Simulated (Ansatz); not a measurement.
Mulliken charges of CH$_{4}$AlNO (`N=[C](O)[AlH2]`) from B3LYP/def2-TZVPP in Ansatz (PBE0-D4/def2-TZVP geometry).

```csv
atom,x (Å),y (Å),z (Å),charge (e)
N1,0.328,1.299,-0.840,-0.257
C2,0.373,0.413,0.070,0.035
O3,1.252,0.576,1.080,-0.290
Al4,-0.767,-1.214,0.118,0.443
H5,-0.367,1.073,-1.547,0.150
H6,1.725,1.408,0.909,0.184
H7,-1.765,-1.313,-1.108,-0.138
H8,-0.687,-2.300,1.263,-0.126
```

**Question.** By hand: the dipole of these point charges (1 e Å = 4.8032 D).

**Answer.** Σ q r = (-0.182, -0.133, -0.114) e Å, of length 0.253 e Å = 1.22 D.

**Question.** How does the dipole of the full density compare? (An estimate is asked.)

**Answer.** Computed: (-0.127, -0.163, -0.013) e Å, 0.99 D; the point charges give 1.23 times that, at 28° from its direction.

Point charges leave out the atoms' own dipoles, such as those of lone pairs, and Mulliken's split depends on the basis, so the two needn't agree.

B3LYP here is the variant with VWN-RPA as its local correlation; programs differ in this.
